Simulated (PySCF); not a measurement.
## Fractional electron number in In²⁺ (indium, charge +2)

The 5s alpha orbital of [Kr] 4d10 5s1 is emptied in steps (occupation f), with all orbitals relaxed, ending at [Kr] 4d10. Calculation: PySCF 2.14, in def2-TZVPPD with the def2 core potential (28 electrons); a scalar-relativistic core potential. The exact energy is a straight line in f; departures are measured from the line between the end points of the same method.

```
  f  UHF (eV)  LDA (eV)  PBE (eV)  PBE0 (eV)  r2SCAN (eV)  LC-wPBE (eV)  BHandHLYP (eV)  wB97X (eV)  BLYP (eV)  TPSS (eV)
  1     0.000     0.000     0.000      0.000        0.000         0.000           0.000       0.000      0.000      0.000
0.9     0.013    -0.399    -0.398     -0.291       -0.349        -0.043          -0.202      -0.064     -0.409     -0.380
0.7     0.029    -0.929    -0.932     -0.680       -0.818        -0.100          -0.473      -0.142     -0.957     -0.890
0.5     0.035    -1.104    -1.113     -0.811       -0.971        -0.122          -0.566      -0.156     -1.142     -1.066
0.3     0.029    -0.924    -0.937     -0.682       -0.812        -0.106          -0.478      -0.119     -0.962     -0.903
0.1     0.012    -0.394    -0.402     -0.292       -0.346        -0.048          -0.207      -0.048     -0.413     -0.391
  0     0.000     0.000     0.000      0.000        0.000         0.000           0.000       0.000      0.000      0.000
```

| method | E(f=0) − E(f=1) (eV) | −ε at f=1 (eV) | −ε at f=0.5 (eV) |
| --- | --- | --- | --- |
| UHF | 26.626 | 26.769 | 26.624 |
| LDA | 29.091 | 24.661 | 29.104 |
| PBE | 28.657 | 24.240 | 28.640 |
| PBE0 | 28.277 | 25.047 | 28.270 |
| r2SCAN | 28.378 | 24.501 | 28.414 |
| LC-wPBE | 28.105 | 27.623 | 28.087 |
| BHandHLYP | 28.105 | 25.866 | 28.090 |
| wB97X | 27.805 | 27.072 | 27.874 |
| BLYP | 28.814 | 24.275 | 28.799 |
| TPSS | 28.281 | 24.063 | 28.242 |

Orbital energy along the path (eV):

| f | UHF | LDA | PBE | PBE0 | r2SCAN | LC-wPBE | BHandHLYP | wB97X | BLYP | TPSS |
| --- | --- | --- | --- | --- | --- | --- | --- | --- | --- | --- |
| 1 | -26.769 | -24.661 | -24.240 | -25.047 | -24.501 | -27.623 | -25.866 | -27.072 | -24.275 | -24.063 |
| 0.9 | -26.739 | -25.549 | -25.112 | -25.689 | -25.266 | -27.722 | -26.307 | -27.249 | -25.173 | -24.896 |
| 0.7 | -26.680 | -27.327 | -26.868 | -26.976 | -26.813 | -27.908 | -27.195 | -27.585 | -26.980 | -26.564 |
| 0.5 | -26.624 | -29.104 | -28.640 | -28.270 | -28.414 | -28.087 | -28.090 | -27.874 | -28.799 | -28.242 |
| 0.3 | -26.569 | -30.870 | -30.431 | -29.573 | -29.937 | -28.283 | -28.997 | -28.083 | -30.632 | -29.958 |
| 0.1 | -26.517 | -32.607 | -32.235 | -30.880 | -31.470 | -28.514 | -29.933 | -28.239 | -32.481 | -31.739 |
| 0 | -26.491 | -33.453 | -33.120 | -31.512 | -32.209 | -28.636 | -30.423 | -28.334 | -33.416 | -32.637 |

Reference removal energy between the ground levels: 28.044 eV (measured; NIST Atomic Spectra Database, ionization energies). UHF lacks correlation.
